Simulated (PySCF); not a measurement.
Isomers C12H9F:

A. SMILES Fc1ccc(-c2ccccc2)cc1
B. `Fc1ccccc1-c1ccccc1`
C. SMILES Fc1cccc(-c2ccccc2)c1

Spectrum 1. 1H NMR (300 MHz, computed): δ 7.65 (m, 2H), 7.59 (m, 2H), 7.52 (m, 1H), 7.50 (m, 1H), 7.38 (m, 1H), 7.31 (ddd, J = 10.3, 2.4, 1.5 Hz, 1H), 7.15 (m, 1H). 13C{1H} NMR (computed): δ 170.8 (C, d, J = 314.0 Hz), 149.9 (C, d, J = 5.1 Hz), 146.2 (C), 135.7 (CH, d, J = 5.7 Hz), 134.4 (CH), 133.5 (CH), 133.1 (CH), 127.6 (CH), 119.5 (CH, d, J = 19.8 Hz), 119.2 (CH, d, J = 19.0 Hz).

Spectrum 2. 1H NMR (300 MHz, computed): δ 7.70 (m, 2H), 7.56 (m, 2H), 7.53 (m, 1H), 7.48 (m, 1H), 7.44 (m, 1H), 7.32 (m, 1H), 7.27 (m, 1H). 13C{1H} NMR (computed): δ 167.2 (C, d, J = 314.0 Hz), 141.4 (C, d, J = 1.6 Hz), 136.4 (CH), 135.1 (CH), 134.5 (C, d, J = 9.0 Hz), 134.3 (CH, d, J = 5.5 Hz), 133.8 (CH), 133.3 (CH), 129.1 (CH), 121.3 (CH, d, J = 20.3 Hz).

Spectrum 3. 1H NMR (300 MHz, computed): δ 7.62 (dd, J = 9.6, 4.8 Hz, 2H), 7.59 (m, 2H), 7.57 (m, 2H), 7.47 (m, 1H), 7.24 (dd, J = 9.6, 8.6 Hz, 2H). 13C{1H} NMR (computed): δ 170.1 (C, d, J = 316.0 Hz), 146.3 (C), 142.6 (C), 134.7 (CH, d, J = 5.3 Hz), 134.4 (CH), 132.8 (CH), 132.8 (CH), 120.9 (CH, d, J = 19.2 Hz).

[PySCF: σ from GIAO-PBE0/pcSseg-1; spin–spin couplings from B3LYP/pcJ-1 (spin–dipole term left out of most H,H and C,H couplings); PBE0-D3(BJ)/def2-SVP geometry; no relativistic terms; no solvent model; fast rotation and ring inversion assumed for equivalent nuclei; one computed conformer]

δ = σ(ref) − σ, references computed at the same level: TMS for 1H, 13C. Multiplet labels drop J under 1 Hz and among equivalent protons, and merge close values. Unscaled 3J(H,H) run several per cent high. One-bond C–F couplings are unscaled and too large by tens of Hz. Shifts are as computed. Against solution values, carbons near 30 ppm lie about +2 ppm off and those near 130 ppm about +5 ppm (rms about the fit 1.9 ppm; single classes can miss by 10 ppm). Of 1328 compounds with measured shifts, 309 miss one by over three times the rms of a fit or turn the order of signals round; such compounds aren't used in these exercises. Signals without a measured value on file couldn't be tested in this way; 1H shifts scatter by 0.2 ppm about their fit, and single ones miss by 0.5 ppm.

Match each spectrum to its structure.

## Answers

1–C, 2–B, 3–A.

- Spectrum 1 (C): 10 13C signals; δC 170.8 is an aromatic carbon bearing fluorine; δC 135.7 is an aromatic CH.
- Spectrum 2 (B): 10 13C signals; δC 167.2 is an aromatic carbon bearing fluorine; δC 136.4 is an aromatic CH.
- Spectrum 3 (A): 8 13C signals; δC 170.1 is an aromatic carbon bearing fluorine; δC 134.7 is an aromatic CH.
